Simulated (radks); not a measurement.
Task: The table gives one normalised radial function P(r) = r R(r) (large component) of Lu4+ in [Xe] 4f12 5d1 (r in bohr). Calculated with a radial shooting solver on a logarithmic mesh with Libxc functionals: Dirac Kohn-Sham, BLYP, spin-unpolarised, spherical densities, finite nucleus; open shells fill j = l - 1/2 first; Fermi nuclear charge, rms radius 5.37 fm.

r	P
0.0008246	0.0000
0.0009523	0.0000
0.001109	0.0000
0.00128	0.0000
0.001491	0.0000
0.001721	0.0000
0.002004	0.0000
0.002314	0.0000
0.002694	0.0000
0.003112	0.0001
0.003622	0.0001
0.004183	0.0002
0.00487	0.0003
0.00567	0.0004
0.006548	0.0006
0.007623	0.0009
0.008803	0.0014
0.01025	0.0021
0.01184	0.0031
0.01378	0.0047
0.01591	0.0069
0.01853	0.0101
0.02139	0.0145
0.02491	0.0210
0.02876	0.0295
0.03349	0.0415
0.03898	0.0575
0.04502	0.0768
0.05241	0.1020
0.06053	0.1302
0.07047	0.1633
0.08138	0.1954
0.09474	0.2257
0.1094	0.2455
0.1274	0.2492
0.1471	0.2292
0.1713	0.1771
0.1994	0.0910
0.2302	-0.0172
0.268	-0.1458
0.3096	-0.2612
0.3604	-0.3502
0.4162	-0.3805
0.4845	-0.3395
0.5595	-0.2295
0.6514	-0.0510
0.7523	0.1548
0.8758	0.3804
1.011	0.5732
1.177	0.7281
1.371	0.8144
1.583	0.8261
1.843	0.7693
2.128	0.6637
2.478	0.5201
2.862	0.3764
3.331	0.2388
3.847	0.1365
4.479	0.0647
5.173	0.0271
6.022	0.0088
6.954	0.0024
8.096	0.0005

Which n and l does it have? It may be an empty orbital.

Result: n = 5, l = 2: the number of nodes gives n - l - 1 = 2, the rise at small r points to l (this Dirac orbital starts outside the nucleus as r^gamma with gamma = sqrt((l + 1)^2 - (Z/c)^2) = 2.95; the j = 5/2 orbital of l + 1 starts with the same power, but with a smaller coefficient, and then steepens), and the extent must fit the shell. The curve is that of 5d5/2; the two j differ most near the nucleus, where j = l - 1/2 has the larger amplitude, and in heavy atoms j = l - 1/2 is also the more compact. 5d5/2 (empty): eigenvalue -40.387 eV, 2 radial nodes at r = 0.225, 0.676 bohr, <r> = 1.79 bohr, 90 % of the charge inside 2.68 bohr.
